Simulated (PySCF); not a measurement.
Compound: C₅H₇Cl₃O₂.
SMILES with atom numbers: `[CH3:1][O:2][C@@H:3]1[O:4][CH2:5][C@@H:6]1[C:7]([Cl:8])([Cl:9])[Cl:10]`

Cartesian coordinates in Å at the GFN2-xTB level; atoms count from 1:
```xyz
17
C5H7Cl3O2 angstrom
C      2.4900    0.0648    0.9275
O      1.0861   -0.0976    1.0197
C      0.4866   -0.3987   -0.1797
O      0.4608    0.6727   -1.1225
C     -0.9646    0.7546   -1.0976
C     -1.0571   -0.4309   -0.1265
C     -1.7228   -0.1907    1.2099
Cl    -1.3647   -1.5412    2.3029
Cl    -1.2274    1.3167    1.9801
Cl    -3.4880   -0.1226    0.9496
H      2.8293    0.3068    1.9315
H      2.9624   -0.8614    0.5831
H      2.7388    0.8764    0.2397
H      0.9501   -1.2932   -0.6346
H     -1.3954    0.5839   -2.0861
H     -1.3106    1.7094   -0.6959
H     -1.4802   -1.3370   -0.5617
```

Definitions: NICS(0) = −σiso at the ring centroid; NICS(1) = −σiso and NICS(1)zz = −σzz at ±1 Å along the ring normal z. Level: GIAO PBE0/pcSseg-1 (PySCF, non-relativistic, gas phase) on the GFN2-xTB geometry, one conformer.

Ring bond lengths (Å), with Mayer bond orders in brackets: C3–O4 1.427 (0.95), O4–C5 1.428 (0.92), C5–C6 1.535 (1.01), C6–C3 1.545 (0.97).

Question: What do the NICS probes read (ppm)?

Answer: 
```
       ring                                             type  NICS(0)  NICS(1), two faces  NICS(1)zz, two faces  rms pucker (Å)  centre to ring atoms, mean (Å)
C3–O4–C5–C6  4-membered ring with O; formal bonds all single     -1.8          -0.4 / 0.3             0.1 / 4.0            0.01                            1.05
```

Question: What do they say, and how far can they be read as aromaticity?

Answer: 
- C3–O4–C5–C6: mean NICS(1)zz 2.1 ppm, near zero. C3, C5, C6 have four or more neighbours; no verdict on aromaticity is drawn. The two faces differ by 3.9 ppm, so no symmetry operation interchanges them.

Question: How shielded are the nuclei of the rings and their hydrogens (means over atoms taken as equivalent)?

Answer: 
```
atoms                     environment  σ isotropic (ppm)  principal values of the symmetric part, first atom (ppm)
   C3  sp3 carbon bearing two oxygens               79.7                                          56.8, 88.2, 94.0
   O4             cyclic ether oxygen              263.4                                       188.5, 257.2, 344.5
   C5      sp3 carbon bound to oxygen              114.9                                         90.2, 94.5, 160.2
   C6       four-membered-ring carbon              126.7                                       107.7, 130.4, 141.9
  H14                methine hydrogen              26.28                                          23.5, 25.9, 29.5
  H15              methylene hydrogen              26.91                                          23.5, 26.1, 31.2
  H16              methylene hydrogen              26.81                                          23.4, 27.2, 29.8
  H17                methine hydrogen              27.94                                          24.3, 28.3, 31.2
```
